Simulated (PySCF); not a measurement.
C2H9ClOSi2. Atoms are numbered in the order given.

```xyz
15

C      2.9667    -0.1815    -0.8064
O      1.7468    -0.7167    -0.3273
Si     0.2657    -0.0094    -0.5559
Cl     0.2281     1.8698     0.3783
Si    -1.3657    -1.3088     0.4967
C     -2.9797    -0.3398     0.5524
H      3.1975     0.7819    -0.3186
H      3.7720    -0.8945    -0.5758
H      2.9403    -0.0237    -1.9006
H      0.0558     0.2784    -2.0101
H     -0.8669    -1.5984     1.8769
H     -1.5357    -2.6079    -0.2278
H     -3.3692    -0.1568    -0.4614
H     -3.7498    -0.8848     1.1206
H     -2.8171     0.6359     1.0365
```
Charge 0, spin multiplicity 1.

Geometry optimised at r2SCAN-D4/def2-SVP. The structure was generated by enumeration; whether it is a known compound was not checked. Other conformers were not sampled.

These are TDA-ωB97X/def2-SVPD (PySCF) values and carry that method's errors.

Vertical excitations. 

Computed lowest excited states:
| state | energy (eV) | λ (nm) | f | main pairs |
|---|---|---|---|---|
| S1 | 6.82 | 182 | 0.045 | HOMO→LUMO 85 % |
| S2 | 7.02 | 177 | 0.019 | HOMO→LUMO+1 89 % |
| S3 | 7.79 | 159 | 0.004 | HOMO−1→LUMO 66 % |
| S4 | 8.07 | 154 | 0.053 | HOMO→LUMO+2 67 %, HOMO→LUMO+4 12 % |
| S5 | 8.14 | 152 | 0.022 | HOMO−1→LUMO+1 65 %, HOMO−2→LUMO 14 % |
| S6 | 8.32 | 149 | 0.066 | HOMO−2→LUMO+1 55 %, HOMO−2→LUMO 22 % |
| T1 | 6.06 | 205 | 0 | HOMO→LUMO 81 % |
| T2 | 6.19 | 200 | 0 | HOMO→LUMO+1 84 % |
Triplets are in the Tamm–Dancoff approximation.
